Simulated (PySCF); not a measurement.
```xyz
4
charge -1 multiplicity 1, angstrom
V     0.0000    0.0000   -0.2210
S     2.0368    0.0000    0.1174
S    -1.0184    1.7639    0.1174
S    -1.0184   -1.7639    0.1174
```

These are results of PySCF, PBE0, basis V def2-SVPD, S def2-SVPD (no relativity, density fitting), not measurements.

This geometry of [VS3]- is a stationary point at this level.

(1) What is the point group?

(2) Is it a minimum?

(3) List the harmonic modes with their infrared intensities.

(4) What are the dipole moment and the gap between the highest occupied and lowest empty levels?

## Answers

(1) C3v.

(2) Yes: all harmonic wavenumbers are real.

(3) 
| symmetry | ω (cm⁻¹) | IR (km/mol, summed over degenerate members) | type |
| --- | --- | --- | --- |
| a1 | 81 | 25.3 | bend |
| e | 169 | 8.7 | bend |
| a1 | 478 | 1.8 | stretch |
| e | 592 | 362 | stretch |

(4) 1.78 D about the centre of mass and 2.62 eV.

This need not be the most stable arrangement of these atoms. The lowest empty level of this anion is unbound, so it and the gap depend on the basis.
